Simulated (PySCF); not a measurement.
H2O2Zn, charge +1, doublet (typed; the unrestricted solution is spin-contaminated), geometry from GFN2-xTB (such geometries of metal compounds can be far from the true shape) (a state made from the parent by changing its charge; the spin is typed, not shown lowest); PySCF with PBE0/STO-3G.

PySCF was given this input:
```python
from pyscf import gto, scf, dft

mol = gto.Mole()
mol.atom = '''
    Zn   -0.000028    0.184102    0.034168
    O     1.253567   -0.164068   -1.100299
    H     1.916814    0.381806   -1.565116
    O    -1.253460   -0.548318    0.968087
    H    -1.916841   -0.205776    1.597785
'''
mol.basis = 'sto-3g'
mol.charge = 1
mol.spin = 1
mol.verbose = 4
mol.build()

mf = dft.UKS(mol)
mf.xc = 'pbe0'
mf.grids.atom_grid = (75, 302)
mf.kernel()
```

Output, abridged:

```
PySCF version 2.14.0

[INPUT] verbose = 4
[INPUT] num. atoms = 5
[INPUT] num. electrons = 47
[INPUT] charge = 1
[INPUT] spin (= nelec alpha-beta = 2S) = 1
[INPUT] symmetry False subgroup None
[INPUT] Mole.unit = angstrom
[INPUT] Symbol           X                Y                Z      unit          X                Y                Z       unit  Magmom
[INPUT]  1 Zn    -0.000028000000   0.184102000000   0.034168000000 AA   -0.000052912331   0.347902358985   0.064568162224 Bohr   0.0
[INPUT]  2 O      1.253567000000  -0.164068000000  -1.100299000000 AA    2.368898308793  -0.310043585805  -2.079263765133 Bohr   0.0
[INPUT]  3 H      1.916814000000   0.381806000000  -1.565116000000 AA    3.622253491732   0.721508772716  -2.957640593175 Bohr   0.0
[INPUT]  4 O     -1.253460000000  -0.548318000000   0.968087000000 AA   -2.368696108097  -1.036170849169   1.829419294752 Bohr   0.0
[INPUT]  5 H     -1.916841000000  -0.205776000000   1.597785000000 AA   -3.622304514337  -0.388860283009   3.019376055938 Bohr   0.0

nuclear repulsion = 180.983088279132
number of shells = 16
number of NR pGTOs = 90
number of NR cGTOs = 30
basis = sto-3g
ecp = {}

******** <class 'pyscf.dft.uks.UKS'> ********
method = UKS
initial guess = minao
damping factor = 0
level_shift factor = 0
DIIS = <class 'pyscf.scf.diis.CDIIS'>
diis_start_cycle = 1
diis_space = 8
diis_damp = 0
SCF conv_tol = 1e-09
SCF conv_tol_grad = None
SCF max_cycles = 50
direct_scf = True
direct_scf_tol = 1e-13
number electrons alpha = 24  beta = 23
XC library pyscf.dft.libxc version 7.1.2
    S. Lehtola, C. Steigemann, M. J. T. Oliveira, and M. A. L. Marques,  SoftwareX 7, 1–5 (2018)
XC functionals = pbe0
    C. Adamo and V. Barone,  J. Chem. Phys. 110, 6158 (1999)
    M. Ernzerhof and G. E. Scuseria,  J. Chem. Phys. 110, 5029 (1999)
radial grids:
    Treutler-Ahlrichs [JCP 102, 346 (1995); DOI:10.1063/1.469408] (M4) radial grids

becke partition: Becke, JCP 88, 2547 (1988); DOI:10.1063/1.454033
pruning grids: <function nwchem_prune>
grids dens level: 3
symmetrized grids: False
atomic radii adjust function: <function treutler_atomic_radii_adjust>
User specified grid scheme (75, 302)
small_rho_cutoff = 0
Set gradient conv threshold to 3.16228e-05
tot grids = 70880
init E= -1906.05831742919

cycle= 1 E= -1896.77047822116  delta_E= 9.29  |g|=    3  |ddm|= 4.09

cycle= 2 E= -1898.26830638409  delta_E= -1.5  |g|= 1.95  |ddm|= 4.65

cycle= 3 E= -1899.48994130462  delta_E= -1.22  |g|= 2.64  |ddm|=  6.5
cycle= 4 E= -1906.75793432206  delta_E= -7.27  |g|= 0.953  |ddm|= 4.41
cycle= 5 E= -1892.02872598637  delta_E= 14.7  |g|= 4.81  |ddm|= 4.78
cycle= 6 E= -1892.17338703265  delta_E= -0.145  |g|= 4.78  |ddm|= 0.0508
cycle= 7 E= -1892.04077286174  delta_E= 0.133  |g|= 4.79  |ddm|= 0.0478
cycle= 8 E= -1894.83935776595  delta_E= -2.8  |g|= 3.88  |ddm|= 1.09
cycle= 9 E= -1897.33594321551  delta_E= -2.5  |g|= 3.09  |ddm|= 1.24
cycle= 10 E= -1897.0335071476  delta_E= 0.302  |g|= 3.16  |ddm|= 0.33
cycle= 11 E= -1901.63306345433  delta_E= -4.6  |g|= 2.35  |ddm|= 4.49
cycle= 12 E= -1907.60614369129  delta_E= -5.97  |g|= 0.446  |ddm|= 3.59
cycle= 13 E= -1907.64608202766  delta_E= -0.0399  |g|= 0.377  |ddm|= 0.248
cycle= 14 E= -1907.70798716271  delta_E= -0.0619  |g|= 0.219  |ddm|= 0.309
cycle= 15 E= -1907.7401941899  delta_E= -0.0322  |g|= 0.0478  |ddm|= 0.294
cycle= 16 E= -1907.74117080065  delta_E= -0.000977  |g|= 0.0296  |ddm|= 0.0822
cycle= 17 E= -1907.7418161212  delta_E= -0.000645  |g|= 0.0069  |ddm|= 0.045
cycle= 18 E= -1907.74200080977  delta_E= -0.000185  |g|= 0.00446  |ddm|= 0.0402
cycle= 19 E= -1907.74210161213  delta_E= -0.000101  |g|= 0.00168  |ddm|= 0.0443
cycle= 20 E= -1907.74211254836  delta_E= -1.09e-05  |g|= 0.000411  |ddm|= 0.016
cycle= 21 E= -1907.7421135282  delta_E= -9.8e-07  |g|= 0.000214  |ddm|= 0.00326
cycle= 22 E= -1907.74211403917  delta_E= -5.11e-07  |g|= 0.000113  |ddm|= 0.00292
cycle= 23 E= -1907.74211417248  delta_E= -1.33e-07  |g|= 8.05e-05  |ddm|= 0.00138
cycle= 24 E= -1907.74211424059  delta_E= -6.81e-08  |g|= 7.5e-05  |ddm|= 0.000678
cycle= 25 E= -1907.7421143165  delta_E= -7.59e-08  |g|= 7.26e-05  |ddm|= 0.000751
cycle= 26 E= -1907.74211448689  delta_E= -1.7e-07  |g|= 7.1e-05  |ddm|= 0.00175
cycle= 27 E= -1907.74211455125  delta_E= -6.44e-08  |g|= 7.26e-05  |ddm|= 0.00069
cycle= 28 E= -1907.74211471284  delta_E= -1.62e-07  |g|= 6.8e-05  |ddm|= 0.00179
cycle= 29 E= -1907.74211479826  delta_E= -8.54e-08  |g|= 6.59e-05  |ddm|= 0.000974
cycle= 30 E= -1907.74211485249  delta_E= -5.42e-08  |g|= 6.58e-05  |ddm|= 0.000608
cycle= 31 E= -1907.74211488653  delta_E= -3.4e-08  |g|= 6.57e-05  |ddm|= 0.000368
cycle= 32 E= -1907.74211488398  delta_E= 2.55e-09  |g|= 6.57e-05  |ddm|= 2.78e-05
cycle= 33 E= -1907.74211487387  delta_E= 1.01e-08  |g|= 6.57e-05  |ddm|= 0.00011
cycle= 34 E= -1907.74211488414  delta_E= -1.03e-08  |g|= 6.57e-05  |ddm|= 0.000111
cycle= 35 E= -1907.7421148364  delta_E= 4.77e-08  |g|= 6.57e-05  |ddm|= 0.000515
cycle= 36 E= -1907.74211480413  delta_E= 3.23e-08  |g|= 6.58e-05  |ddm|= 0.000348
cycle= 37 E= -1907.74211477484  delta_E= 2.93e-08  |g|= 6.57e-05  |ddm|= 0.000318
cycle= 38 E= -1907.74211468252  delta_E= 9.23e-08  |g|= 6.56e-05  |ddm|= 0.000998
cycle= 39 E= -1907.74211463069  delta_E= 5.18e-08  |g|= 6.56e-05  |ddm|= 0.000561
cycle= 40 E= -1907.74211462271  delta_E= 7.98e-09  |g|= 6.56e-05  |ddm|= 8.69e-05
cycle= 41 E= -1907.74211461609  delta_E= 6.62e-09  |g|= 6.56e-05  |ddm|= 7.15e-05
cycle= 42 E= -1907.74211460783  delta_E= 8.26e-09  |g|= 6.56e-05  |ddm|= 8.95e-05
cycle= 43 E= -1907.74211456031  delta_E= 4.75e-08  |g|= 6.56e-05  |ddm|= 0.000514
cycle= 44 E= -1907.74211435407  delta_E= 2.06e-07  |g|= 6.54e-05  |ddm|= 0.00224
cycle= 45 E= -1907.74211379162  delta_E= 5.62e-07  |g|= 6.59e-05  |ddm|= 0.00614
cycle= 46 E= -1907.74211296734  delta_E= 8.24e-07  |g|= 6.41e-05  |ddm|= 0.00914
cycle= 47 E= -1907.7421085675  delta_E= 4.4e-06  |g|= 5.84e-05  |ddm|= 0.0533
cycle= 48 E= -1907.74210723109  delta_E= 1.34e-06  |g|= 5.21e-05  |ddm|= 0.0189
cycle= 49 E= -1907.74210404003  delta_E= 3.19e-06  |g|= 4.43e-05  |ddm|= 0.0605
cycle= 50 E= -1907.74210351634  delta_E= 5.24e-07  |g|= 3.11e-05  |ddm|= 0.0167
SCF not converged.
SCF energy = -1907.74210351634 after 50 cycles  <S^2> = 0.85874169  2S+1 = 2.1059361
```

The run did not converge; its last values are not results.
